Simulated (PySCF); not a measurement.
Radial density of Te⁴²⁺ (tellurium, charge +42)

UHF, [Ne], closed-shell 1S. Calculation: PySCF 2.14, in an even-tempered Gaussian basis (17 s from 19 bohr⁻², ratio 2.2; 11 p from 25 bohr⁻², ratio 2.2; 6 d from 100 bohr⁻², ratio 2.4; 5 f from 150 bohr⁻², ratio 2.4; 4 g from 230 bohr⁻², ratio 2.4); the non-relativistic Hamiltonian (point nucleus).

| r (bohr) | 4πr²ρ (e/bohr) |
| --- | --- |
| 0.000536 | 0.3322 |
| 0.000901 | 0.9049 |
| 0.00152 | 2.402 |
| 0.00255 | 6.103 |
| 0.00429 | 14.42 |
| 0.00721 | 30.13 |
| 0.0121 | 51.42 |
| 0.0204 | 63.84 |
| 0.0343 | 55.34 |
| 0.0577 | 58.34 |
| 0.0971 | 70.86 |
| 0.163 | 27.55 |
| 0.275 | 1.287 |
| 0.462 | 0.002147 |

A non-relativistic calculation at this Z misses sizeable relativistic shifts.
